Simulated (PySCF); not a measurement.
Identify the unknown among the candidates.

All candidates are C5H13NSi2.

* 13C NMR: chemical shifts (computed TMS as zero) by class: 118.5 (1 C), 115.1 (1 C), 31.7 (1 C), 11.4 (1 C), 8.1 (1 C) ppm [GIAO PBE0/pcSseg-1]
* 1H NMR: chemical shifts (computed TMS as zero) by class: 5.01 (2 H), 4.44 (2 H), 2.91 (3 H), 1.30 (3 H), 0.83 (2 H), -0.24 (1 H) ppm [GIAO PBE0/pcSseg-1]
* NMR, other nuclei: isotropic shieldings of nuclei other than C and H, by class: 254 (1 N), 409 (1 Si), 413 (1 Si) ppm [GIAO PBE0/pcSseg-1]
* Dipole: 0.60 D [PBE0/pcSseg-1]
* Rotational structure: rotational constants A, B, C: 2.692, 0.492, 0.456 GHz [GFN2-xTB]

Electronic properties: PySCF, gas phase, density fitting. Levels stand in brackets. Isolated species at its GFN2-xTB geometry (one conformer only). NMR classes are plain means over equivalent atoms (diastereotopic ones count apart unless rotation or inversion swaps them), as if these changed places fast.

Question: Which candidate is it?
A. `CC[SiH2]C#C[SiH2]NC`
B. `[SiH3][SiH2]C1=CCCNC1`
C. `C/C=C1\C[C@@H]1N([SiH3])[SiH3]`

Answer: A. It is `CC[SiH2]C#C[SiH2]NC`. Numbering: `[CH3:1][CH2:2][SiH2:3][C:4]#[C:5][SiH2:6][NH:7][CH3:8]`. Its formula, C5H13NSi2, gives 2 degrees of unsaturation: 0 rings and 2 π bonds in the structure found. 5 carbons fall into 5 classes; from least to most shielded: alkyne carbon [C5] (118.5 ppm), alkyne carbon [C4] (115.1 ppm), N-methyl carbon [C8] (31.7 ppm), methyl carbon [C1] (11.4 ppm), sp3 carbon bound to silicon [C2] (8.1 ppm). Hydrogen classes from least to most shielded: 2 H on an SiH2 silicon, Si6 (5.01 ppm), 2 H on an SiH2 silicon, Si3 (4.44 ppm), 3 H on an N-methyl carbon, C8 (2.91 ppm), 3 H on a methyl carbon, C1 (1.30 ppm, a mean of values up to 0.5 ppm apart in this geometry), 2 H on an sp3 carbon bound to silicon, C2 (0.83 ppm), 1 H on a silicon-bound nitrogen, N7 (-0.24 ppm). The other shieldings belong to: 254 ppm, silicon-bound nitrogen [N7]; 409 ppm, SiH2 silicon [Si6]; 413 ppm, SiH2 silicon [Si3]. The optimised geometry has point group C1 and is an asymmetric top.

The others, at the same levels:
- `[SiH3][SiH2]C1=CCCNC1` fails: its computed 13C shifts are 146.9 (1 C), 141.7 (1 C), 53.3 (1 C), 46.9 (1 C), 31.8 (1 C) ppm, 1H shifts are 6.60 (1 H), 4.17 (2 H), 3.44 (2 H), 3.42 (3 H), 3.04 (2 H), 2.00 (2 H), 0.32 (1 H) ppm and rotational constant A is 2.812 GHz (against 2.692 GHz).
- `C/C=C1\C[C@@H]1N([SiH3])[SiH3]` fails: its computed 13C shifts are 131.8 (1 C), 131.3 (1 C), 36.6 (1 C), 21.1 (1 C), 13.4 (1 C) ppm, 1H shifts are 6.73 (1 H), 4.61 (6 H), 2.98 (1 H), 2.09 (3 H), 1.29 (1 H), 0.93 (1 H) ppm and smallest rotational constant is 0.674 GHz (against 0.456 GHz).

Each candidate is one conformer, not necessarily the lowest. The conformers computed, where there is a choice (atom-mapped SMILES and torsion angles):
- `[CH3:1][CH2:2][SiH2:3][C:4]#[C:5][SiH2:6][NH:7][CH3:8]`: C1–C2–Si3–C4 -58°, C5–Si6–N7–C8 51°
- `[CH3:1]/[CH:2]=[C:3]1\[CH2:4][C@@H:5]1[N:6]([SiH3:7])[SiH3:8]`: C4–C5–N6–Si7 -80°

The conformers of `[SiH3][SiH2]C1=CCCNC1` aren't listed.
